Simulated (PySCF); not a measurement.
Molfile (atoms numbered from 1):
```
C6H7O2P
     RDKit          3D

 16 15  0  0  0  0  0  0  0  0999 V2000
   -0.9215    2.4817   -0.7817 C   0  0  0  0  0  0  0  0  0  0  0  0
   -0.7235    1.5532   -0.0436 C   0  0  0  0  0  0  0  0  0  0  0  0
   -0.4719    0.2932    1.1614 P   0  0  0  0  0  0  0  0  0  0  0  0
   -1.7978   -0.8653    0.7029 C   0  0  0  0  0  0  0  0  0  0  0  0
   -2.9685   -0.5153    0.1981 C   0  0  0  0  0  0  0  0  0  0  0  0
    0.8932   -0.6103    0.2905 C   0  0  0  0  0  0  0  0  0  0  0  0
    0.9773   -1.8063    0.2068 O   0  0  0  0  0  0  0  0  0  0  0  0
    1.8042    0.2632   -0.1185 O   0  0  0  0  0  0  0  0  0  0  0  0
    2.9780   -0.2639   -0.7288 C   0  0  0  0  0  0  0  0  0  0  0  0
   -1.0865    3.2667   -1.4610 H   0  0  0  0  0  0  0  0  0  0  0  0
   -1.5625   -1.8955    0.9427 H   0  0  0  0  0  0  0  0  0  0  0  0
   -3.2039    0.5127   -0.0273 H   0  0  0  0  0  0  0  0  0  0  0  0
   -3.7339   -1.2436   -0.0164 H   0  0  0  0  0  0  0  0  0  0  0  0
    3.6667    0.5700   -0.8344 H   0  0  0  0  0  0  0  0  0  0  0  0
    2.7338   -0.6848   -1.7059 H   0  0  0  0  0  0  0  0  0  0  0  0
    3.4093   -1.0466   -0.1018 H   0  0  0  0  0  0  0  0  0  0  0  0
  1  2  3  0
  2  3  1  0
  3  4  1  0
  4  5  2  0
  3  6  1  0
  6  7  2  0
  6  8  1  0
  8  9  1  0
  1 10  1  0
  4 11  1  0
  5 12  1  0
  5 13  1  0
  9 14  1  0
  9 15  1  0
  9 16  1  0
M  END
```

Isolated molecule, non-relativistic Hamiltonian, one conformer, averaged over atoms made equivalent by symmetry, fast rotation or ring inversion. PBE0/pcSseg-1 with gauge-including orbitals; geometry: GFN2-xTB; PySCF.

δ = σ(ref) − σ, references computed at the same level: ¹³C against TMS.

Problem. Do the ¹³C shifts follow the atomic charges (in e)? Tabulate both.

Solution. 
```csv
atoms,hybridisation,δ (ppm),σ para (ppm),Hirshfeld,IAO,Mulliken,ESP-fitted
C6,sp2,184.2,-254,+0.16,+0.35,+0.28,+0.59
C4,sp2,141.4,-216,-0.09,-0.34,-0.44,+0.08
C5,sp2,131.9,-198,-0.09,-0.30,-0.12,-0.56
C1,sp,105.2,-180,-0.09,-0.20,-0.34,-0.45
C2,sp,83.4,-167,-0.11,-0.27,-0.09,+0.09
C9,sp3,54.3,-110,-0.03,-0.22,-0.04,-0.27
```

Correlation coefficients of δ with charge over these carbons: Hirshfeld +0.58, IAO +0.61, Mulliken +0.27, ESP-fitted +0.54; with the paramagnetic shielding -0.98. With so few points, grouped by hybridisation, these coefficients are fragile. Charge is one influence among several: hybridisation and low-lying excitations act through the paramagnetic term.

Shifts are as computed. Against solution values, carbons near 30 ppm lie about +3 ppm off and those near 130 ppm about +5 ppm. Of 1211 compounds with measured shifts, 218 miss one by over three times the rms of a fit or turn the order of signals round; such compounds aren't used in these exercises.
